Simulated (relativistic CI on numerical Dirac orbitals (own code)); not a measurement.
Energy levels of Rh⁴¹⁺

Computed by Dirac-Coulomb-Breit CI, KLI orbitals optimised for each configuration, a model potential for QED, unscaled Slater integrals (own radial code, finite nucleus).

Configuration list (outside the closed core 1s2): 2s2, 2s 2p, 2p2, 2p 3s, 2p 3p, 2s 3s, 2s 3p, 2s 3d, 2s 4s, 2s 4p, 2s 4d, 2s 4f, 3s2, 3s 3p, 3p2. Levels of other configurations are missing.

| No. | Configuration | Term | J | E (eV) | % | Next component (%) | Lifetime (s) |
| --- | --- | --- | --- | --- | --- | --- | --- |
| 1 | 2s2 | 1S | 0 | 0.00 | 97 | 2 2p2 1S |  |
| 2 | 2s 2p | 3P° | 0 | 82.13 | 100 |  |  |
| 3 | 2s 2p | 3P° | 1 | 99.27 | 82 | 18 1P° | 8.89e-10 |
| 4 | 2p2 | 3P | 0 | 237.65 | 75 | 24 1S | 3.34e-11 |
| 5 | 2s 2p | 3P° | 2 | 247.49 | 100 |  | 5.39e-08 |
| 6 | 2s 2p | 1P° | 1 | 302.40 | 82 | 18 3P° | 5.26e-12 |
| 7 | 2p2 | 3P | 1 | 380.67 | 100 |  | 6.96e-12 |
| 8 | 2p2 | 1D | 2 | 394.12 | 60 | 40 3P | 9.11e-12 |
| 9 | 2p2 | 3P | 2 | 554.16 | 60 | 40 1D | 4.52e-12 |
| 10 | 2p2 | 1S | 0 | 595.95 | 74 | 25 3P | 3.02e-12 |
| 11 | 2s 3s | 3S | 1 | 3633.67 | 99 | 1 2p 3p 3S | 2.68e-14 |
| 12 | 2s 3s | 1S | 0 | 3650.60 | 98 | 1 2p 3p 1S | 5.09e-14 |
| 13 | 2s 3p | 3P° | 0 | 3674.23 | 100 |  | 4.67e-12 |
| 14 | 2s 3p | 3P° | 1 | 3675.01 | 68 | 31 1P° | 2.02e-14 |
| 15 | 2s 3p | 1P° | 1 | 3718.10 | 48 | 27 3P° | 1.33e-14 |
| 16 | 2s 3p | 3P° | 2 | 3722.71 | 100 |  | 5.64e-12 |
| 17 | 2p 3s | 3P° | 0 | 3738.53 | 100 |  | 4.81e-14 |
| 18 | 2s 3d | 3D | 1 | 3739.97 | 90 | 8 2p 3p 3D | 3.58e-15 |
| 19 | 2s 3d | 3D | 2 | 3745.17 | 89 | 10 1D | 4.19e-15 |
| 20 | 2p 3s | 3P° | 1 | 3748.38 | 55 | 20 2s 3p 1P° | 2.17e-14 |
| 21 | 2s 3d | 3D | 3 | 3756.60 | 100 |  | 4.47e-15 |
| 22 | 2p 3p | 3D | 1 | 3766.42 | 65 | 21 1P | 4.14e-14 |
| 23 | 2s 3d | 1D | 2 | 3768.45 | 89 | 9 3D | 5.19e-15 |
| 24 | 2p 3p | 3P | 0 | 3789.88 | 72 | 27 1S | 1.20e-14 |
| 25 | 2p 3p | 3P | 1 | 3822.50 | 45 | 31 3S | 1.55e-14 |
| 26 | 2p 3p | 3D | 2 | 3824.01 | 58 | 26 1D | 1.49e-14 |
| 27 | 2p 3s | 3P° | 2 | 3906.96 | 100 |  | 5.18e-14 |
| 28 | 2p 3s | 1P° | 1 | 3913.99 | 69 | 30 3P° | 2.92e-14 |
| 29 | 2p 3p | 3P | 1 | 3942.71 | 55 | 21 3S | 1.32e-14 |
| 30 | 2p 3p | 3D | 2 | 3945.02 | 41 | 34 1D | 1.25e-14 |

Energies count from the lowest computed level; ° marks odd parity; lifetimes are radiative, by E1, M1, E2, M2 decay to levels of this space only; some are left blank where a channel outside the calculation adds to the decay or the decay crosses a small, uncertain gap.

The mean weight of the leading LS term, summed over parents, in these 30 levels is 79 %, and that of the leading jj configuration (from the same eigenvectors) 96 %, so jj coupling describes them better and the LS labels are nominal.

At this charge energies of transitions that change n are usually good to better than 1 %, and those within a shell (Δn = 0) to a few per cent.

LS names give the leading component of a level, which can be under half, so a name can repeat, a term be missing and a line seem to break the LS rules.
